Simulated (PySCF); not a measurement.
**How the functional moves excitation energies**

Species: C2H5NSi.
Structure used (PBE0-D3(BJ)/def2-SVP), in Å, numbered top down from 1:
```
atom  x, y, z in Å
C1    -1.2444    0.4405    0.0089
Si2    0.3175   -0.5822   -0.0377
C3     1.7869    0.5558    0.1141
N4     2.6879    1.2799    0.2086
H5    -1.3171    0.9965    0.9553
H6    -2.1262   -0.2122   -0.0801
H7    -1.2612    1.1627   -0.8208
H8     0.4841   -1.3131   -1.3250
H9     0.4076   -1.5390    1.1004
```

Linear-response calculations in the def2-SVPD basis (PySCF; singlets by full response, triplets Tamm–Dancoff, core orbitals frozen in the response; HF means time-dependent Hartree–Fock). 'Strongest' is the level of largest summed f among the singlets computed (10 roots, of which the last may lack a degenerate partner); it can jump between rows when another state enters that window. S1 is the lowest singlet of each run and needn't be the same state throughout; f(S1) is that of one state. Isolated species at its PBE0-D3(BJ)/def2-SVP geometry, gas phase.

```csv
functional,kind,S1 (eV),f(S1),strongest (eV),T1 (eV),HOMO (eV),gap (eV),"ionisation energy, ΔSCF (eV)"
LDA,LDA,6.71,0.001,7.62,5.98,-8.36,6.64,11.45
PBE,GGA,6.80,0.001,7.71,5.82,-8.23,6.73,11.38
B3LYP,"global hybrid, 20% exact exchange",6.95,0.000,8.21,5.78,-9.30,8.49,11.61
PBE0,"global hybrid, 25% exact exchange",6.99,0.000,8.39,5.71,-9.55,8.97,11.65
BHandHLYP,"global hybrid, 50% exact exchange",6.84,0.000,8.89,5.58,-10.74,11.02,11.83
CAM-B3LYP,range-separated hybrid,7.01,0.000,8.64,5.79,-10.94,11.34,11.91
wB97X-D,range-separated hybrid,7.04,0.000,8.75,5.88,-11.44,12.62,11.86
LC-wPBE,range-separated hybrid,7.13,0.000,9.24,5.76,-12.37,13.91,12.23
HF,Hartree–Fock,6.26,0.000,9.80,4.88,-12.63,14.68,not settled
```

S1 runs from 6.26 eV (HF) to 7.13 eV (LC-wPBE), a spread of 0.87 eV, while the orbital gap spreads over 8.0 eV. −ε(HOMO) comes closest to its own ΔSCF ionisation energy with LC-wPBE (+0.14 eV) and misses most with PBE (-3.15 eV). 'Not settled' means that the ion's SCF failed to converge or may have ended in another state than the lowest.
